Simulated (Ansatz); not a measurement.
This geometry of BrH + Cl3HSi (7 atoms, charge 0, multiplicity 1) is a first-order saddle point.

These are results of RKS PBE/def2-SVP in Ansatz 0.2.0, not measurements.

```xyz
7
Properties=species:S:1:pos:R:3
Si -0.609 -0.024 -0.199
Cl 1.406 -1.268 0.382
Cl -1.213 -1.692 -1.305
Cl -1.442 -0.026 1.685
H -1.256 1.032 -1.029
H 1.843 0.191 0.418
Br 1.272 1.787 0.048
```

Question: Which two structures does it join? (They come from a converged band through this point; their orientation in space is the band's.)

Answer: Bonds broken: Si1–Cl2, H6–Br7. Bonds formed: Si1–Br7, Cl2–H6. BrH + Cl3HSi becomes BrCl2HSi + ClH.

Initial state:

```xyz
7
Properties=species:S:1:pos:R:3
Si -0.840 -0.574 -0.171
Cl 1.058 -1.331 0.215
Cl -1.852 -1.928 -1.346
Cl -1.833 -0.326 1.613
H -0.704 0.727 -0.878
H 2.064 0.995 0.301
Br 2.106 2.437 0.266
```

Final state:

```xyz
7
Properties=species:S:1:pos:R:3
Si -1.016 0.438 -0.356
Cl 2.323 -1.624 1.037
Cl -0.792 -1.218 -1.554
Cl -1.383 -0.126 1.587
H -2.134 1.283 -0.861
H 2.146 -0.419 0.575
Br 0.856 1.665 -0.429
```

Question: How far does it lie above each of them?

Answer: 1.34 eV above the first and 1.23 eV above the second. This is the barrier of this one path; another mechanism may lie lower. The orbitals stay closed-shell, which can raise the energy where a bond breaks towards radicals; this wasn't checked here.

The run took 110 s on 2 threads of Arm Neoverse V1 (shared host), peak memory 0.17 GiB.
